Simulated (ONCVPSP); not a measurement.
## Varying the ONCV potential for Mn

Base potential:

ONCVPSP 4.0.1 input, shortened (lines: element, Z, core and valence counts, functional; n l f; lmax; l rc ep ncon nbas qcut; lloc lpopt rc5 dvloc0; l nproj debl; icmod fcfact rcfact), PBE, scalar-relativistic:

```
  Mn 25.00    4    3        4      upf
    1    0    2.00
    2    0    2.00
    2    1    6.00
    3    0    2.00
    3    1    6.00
    3    2    5.00
    4    0    2.00
    2
    0    2.40    0.00    4    7    3.20
    1    0.90    0.00    4    7    7.30
    2    1.45    0.00    3    8    9.50
    4    3    0.90    2.00
    0    2    2.50
    1    3    1.30
    2    2    3.90
    0    0.00    0.00
```

In the p channel the program set the typed energies aside and used -2.006, 0.250, 1.550 Ha.

All-electron outer shells of the reference configuration (PBE, scalar-relativistic, ld1.x):

```
shell  level (eV)  outermost node (bohr)  outermost maximum (bohr)
   3s      -85.88                   0.34                      0.74
   3p      -54.59                   0.31                      0.75
   3d       -6.77                      –                      0.76
   4s       -5.11                   1.05                      2.51
```

Cutoffs, loose and tight: the cutoffs (Ha) at which the residual kinetic energy of the hardest occupied pseudo-wave falls to 1 and 0.1 mHa per electron. They do not see the model core or the augmentation charge, which bear on the density cutoff. Test errors are all-electron minus pseudo excitation energies from the reference, over the configurations 3p6 3d5 4s1; 3p6 3d5 4s0; 3p6 3d4 4s0; 3p6 3d5.5 4s1.5. A dash means not determined; rows that change the core or the reference have their own tests.

A true bound ghost makes a file unfit for plane-wave use even where its test errors are small: the radial tests pick states by their node count and pass the ghost by.

```csv
change,outcome,"cutoff, loose","cutoff, tight",bound ghosts,GHOST(+) flags above zero,largest test error (meV)
base,"generated, projector energies reset by the program",46 Ha,162 Ha,"s, p",none,+159
s: qcut 2; p: qcut 4.6; d: qcut 6,"generated, projector energies reset by the program",–,–,"s, p",none,+87
s: qcut 2.5; p: qcut 5.6; d: qcut 7.3,"generated, projector energies reset by the program",89 Ha,180 Ha,"s, p",none,+127
s: qcut 3.3; p: qcut 7.5; d: qcut 9.8,"generated, projector energies reset by the program",48 Ha,163 Ha,"s, p",none,+162
s: qcut 3.6; p: qcut 8.2; d: qcut 10.7,"failed: ERROR pspot: first pseudo wave function has node, program will stop",–,–,–,–,–
s: qcut 3.9; p: qcut 9; d: qcut 11.7,"failed: ERROR pspot: first pseudo wave function has node, program will stop",–,–,–,–,–
s: qcut 4.2; p: qcut 9.7; d: qcut 12.6,"failed: ERROR pspot: first pseudo wave function has node, program will stop",–,–,–,–,–
s: qcut 4.7; p: qcut 10.8; d: qcut 14,"failed: ERROR pspot: first pseudo wave function has node, program will stop",–,–,–,–,–
```

Problem. What comes out with this change to the base: s: qcut 2.7; p: qcut 6.2; d: qcut 8.1?

Solution. outcome: generated, projector energies reset by the program; cutoff, loose: 47 Ha; cutoff, tight: 122 Ha; bound ghosts: s; GHOST(+) flags above zero: p; largest test error (meV): +140.

Problem. What comes out with this change to the base: s: qcut 3; p: qcut 6.9; d: qcut 8.9?

Solution. outcome: generated, projector energies reset by the program; cutoff, loose: 45 Ha; cutoff, tight: 157 Ha; bound ghosts: s, p; GHOST(+) flags above zero: none; largest test error (meV): +153.
